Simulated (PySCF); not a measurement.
## Diphenyl(prop-1-en-2-yl)phosphine oxide (C15H15OP): Computed beside measured shifts

System: Diphenyl(prop-1-en-2-yl)phosphine oxide (C15H15OP), SMILES C=C(C)P(=O)(c1ccccc1)c1ccccc1.

Atom-mapped SMILES (hydrogens are numbered by the atom that bears them): [CH2:1]=[C:2]([CH3:3])[P:4](=[O:5])([c:6]1[cH:7][cH:8][cH:9][cH:10][cH:11]1)[c:12]1[cH:13][cH:14][cH:15][cH:16][cH:17]1

Computed with GIAO PBE0/pcSseg-2, gas phase, PySCF SCF with an in-house response code, fitting set def2-universal-JFIT up to Ne and JKFIT beyond, grid level 2, non-relativistic, on the PBE0-D3(BJ)/def2-SVP geometry.

One optimised conformer. Values are averaged over the atoms that symmetry or fast rotation interchanges, on this one geometry and without vibrational averaging. Shifts are the reference shielding less the shielding here, at the same level (13C, 1H against isolated TMS; 17O against isolated H2O; 31P against isolated H3PO4); nuclei without a reference have shieldings only.

Task: What shifts does this level give for P4, and how do they compare with measurement?

Result: 
```csv
atom,nucleus,computed / ppm,measured / ppm,computed less measured,measured against,medium of the measurement
P4,31P,4.8,31.3,-26.5,85 % H3PO4,CDCl3
```

Computed 19F and 31P shifts carry an offset from the reference molecule (CFCl3 is hard for DFT, lone H3PO4 or PH3 isn't the 85 % acid), so differences between compounds are more accurate than the values.

Measured values: supporting information or article, doi 10.1039/d4ob00318g.
